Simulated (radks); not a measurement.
Q: The mean radii <r> (bohr) of the occupied orbitals of an atom or ion are listed with their occupations. All-electron calculation, scalar-relativistic Kohn-Sham, SCAN, spin-polarised, spherical densities, finite nucleus; meta-GGA in the generalised Kohn-Sham scheme; Fermi nuclear charge, rms radius of each element as measured or else 0.836 A^(1/3) + 0.57 fm. Program: a radial shooting solver on a logarithmic mesh with Libxc functionals.

orbital  occ.     <r>
1s up       1  0.1036
1s down     1  0.1036
2s up       1  0.5171
2s down     1  0.5179
2p up       3  0.4839
2p down     3  0.4836
3s up       1   1.797
3p up       3   2.056

Name the element and its charge. Open shells, if any, are filled with parallel spins first.

A: Z = 15, phosphorus, charge +1: P+ in [Ne] 3s1 3p3. The 1s radius gives Z: for a bare nucleus <r> = (2 gamma + 1)/(2Z) with gamma = sqrt(1 - (Z/c)^2), 0.0996 bohr for Z = 15, and screening makes it slightly larger (0.1036 here). The occupations add up to 14, and the charge is Z minus that.
